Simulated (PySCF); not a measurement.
**N (nitrogen, neutral) across methods**

[He] 2s2 2p3, high-spin 4S determinant. Computed with PySCF 2.14 in x2c-QZVPPall, with the spin-free X2C one-electron Hamiltonian (Gaussian nucleus). The B2PLYP total includes its PT2 part (frozen core); its orbital energies are those of the SCF part.

```
 method  E (hartree)  mean ε 2s α (eV)  mean ε 2s β (eV)  mean ε 2p α (eV)  Σ⟨r²⟩ (bohr²)   ⟨S²⟩
LC-wPBE     -54.6004           -25.812           -20.051           -13.229          12.34  3.751
  B3LYP     -54.6368           -22.142           -16.831            -9.755          12.38  3.753
 r2SCAN     -54.6131           -21.361           -15.213            -8.875          12.26  3.754
   PBE0     -54.5762           -22.927           -16.818           -10.195          12.32  3.753
    UHF    -54.43370           -31.666           -19.779           -15.521          12.06  3.757
    PBE     -54.5654           -19.851           -15.275            -8.273          12.50  3.752
 B2PLYP     -54.6037           -25.989           -18.244           -12.053          12.23  3.755
  B97-3     -54.6210           -23.007           -17.079           -10.195          12.22  3.755
```

Estimate the same row for LDA.

E (hartree) = -54.1654; mean ε 2s α (eV) = -19.616; mean ε 2s β (eV) = -15.274; mean ε 2p α (eV) = -8.377; Σ⟨r²⟩ (bohr²) = 12.54; ⟨S²⟩ = 3.753.
